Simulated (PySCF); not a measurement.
C₃H₇O, charge -1, singlet, at a GFN2-xTB geometry (in this run its highest filled SCF level lies above zero, so its values depend strongly on the basis, on diffuse functions most of all). Base run: PySCF with PBE0/3-21G.

PySCF was given this input:
```python
from pyscf import gto, scf, dft

mol = gto.Mole()
mol.atom = '''
    O     0.03611404   -0.77593725    0.00088671
    C     0.02606095    0.60066436   -0.00046830
    C     1.38198523   -1.38415851    0.00690185
    C    -1.40696629    1.14758787   -0.00677684
    H     0.56020300    1.00696541    0.89188748
    H     0.56739495    1.00526473   -0.88925576
    H     1.92930273   -0.90586634   -0.88026457
    H     1.92212424   -0.90416885    0.89754425
    H    -1.93120833    0.78992516   -0.89091279
    H    -1.93833386    0.79161013    0.87377814
    H    -1.40487439    2.23920543   -0.00781069
'''
mol.basis = '3-21g'
mol.charge = -1
mol.verbose = 4
mol.build()

mf = dft.RKS(mol)
mf.xc = 'pbe0'
mf.kernel()
mo_i, mo_e, stable_i, stable_e = mf.stability(internal=True, external=True, return_status=True, nroots=6, tol=1e-6)
print('internally stable:', stable_i, ' externally stable:', stable_e)
if not stable_e:
    umf = mf.to_uhf() if not hasattr(mf, 'xc') else mf.to_uks()
    umf.scf_summary = {}
    umf.kernel(umf.make_rdm1(mo_e, umf.mo_occ))
```

The bond that is stretched is that between atoms 7 and 3. A test that says stable can miss a lower solution.

The base run was repeated with changes; each row names its change, and settings that it needs were set with it.

```
change       ΔE vs base (kcal/mol)  <S^2>  E after following the instability (Eh)  <S^2> there  HOMO-LUMO gap (eV)   stability test says
-----------  ---------------------  -----  --------------------------------------  -----------  ------------------  --------------------
base                         0.000  0.000                                       -            -                4.95                stable
bond × 1.25                  12.66  0.000                                       -            -                5.28                stable
bond × 1.5                   31.44  0.000                                       -            -                5.50                stable
bond × 1.8                   50.61  0.000                                       -            -                4.69                stable
bond × 2.2                    68.1  0.000                              -192.23018         0.38                3.71  external instability
bond × 3.0                    88.3  0.000                              -192.20973         0.63                1.94  external instability
```

Where a bond breaks into two radicals, a solution with restricted orbitals usually stops being the lowest and lies too high; an unrestricted one lies lower at the price of spin contamination, which <S^2> shows.
